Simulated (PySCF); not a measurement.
Finite-field polarisability of Cl (chlorine, neutral)

[Ne] 3s2 3p5, 2P determinant. Calculation: PySCF 2.14, in aug-cc-pV(D+d)Z; the non-relativistic Hamiltonian (point nucleus). Frozen: [Ne]. Energy changes in a uniform field (μhartree):

```
axis  F (au)        HF       MP2      CCSD   CCSD(T)
   x  0.0041   -99.375   -99.901  -100.325  -100.623
   x  0.0082  -397.537  -399.650  -401.347  -402.540
   y  0.0039  -102.293  -104.473  -105.202  -105.704
   y  0.0078  -409.275  -418.015  -420.928  -422.941
```

By symmetry the remaining axis equals y.

(1) Derive α along x at CCSD(T) from the two fields.

(2) And the mean polarisability at each level?

CCSD(T) lies more than 5 % below the reference, which points to too few diffuse and polarisation functions.

## Answers

(1) With ΔE = −αF²/2 − γF⁴/24, α = −(16 ΔE(F) − ΔE(2F))/(6F²) = 11.97 bohr³.

(2) The components xx, yy, zz at CCSD(T) are 11.97, 13.90, 13.90, the third axis being equal by symmetry to one of the two computed. Means: HF 12.91, MP2 13.12, CCSD 13.20, CCSD(T) 13.26 bohr³. Reference: 14.6 ± 0.1 bohr³ (recommended; Schwerdtfeger and Nagle, table of static dipole polarizabilities (2023 update)).
